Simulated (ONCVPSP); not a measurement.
dysprosium: ONCV pseudisation with PBE, scalar-relativistic reference atom.

```
Element                 : Dy
Generator               : ONCVPSP 4.0.1
Type                    : optimised norm-conserving Vanderbilt (ONCV)
Functional              : PBE
Relativity              : scalar-relativistic
Frozen core             : [Kr]
Valence charge          : 30
Reference configuration : 4d10 4f9.5 5s2 5p6 5d0.5 6s2
Partial waves           : 5s+6s: rc 1.80 bohr, ncon 4, nbas 7, qcut 6.3 1/bohr, 2 projectors; 5p: rc 2.10 bohr, ncon 4, nbas 8, qcut 6.6 1/bohr, 1 projector; 4d+5d: rc 1.15 bohr, ncon 4, nbas 8, qcut 10.8 1/bohr, 2 projectors; 4f: rc 0.85 bohr, ncon 4, nbas 9, qcut 18.3 1/bohr, 1 projector
Local potential         : polynomial inside 0.55 bohr (lpopt 3, dvloc0 0 Ha)
Core correction         : polynomial model core, fcfact 0.15
```

Task: Does this generation succeed?

Result: No. ONCVPSP 4.0.1 stopped with "sratom123: lschfb convergence ERROR n,l,iter= 4 3 4": the all-electron bound-state solver failed for one shell.
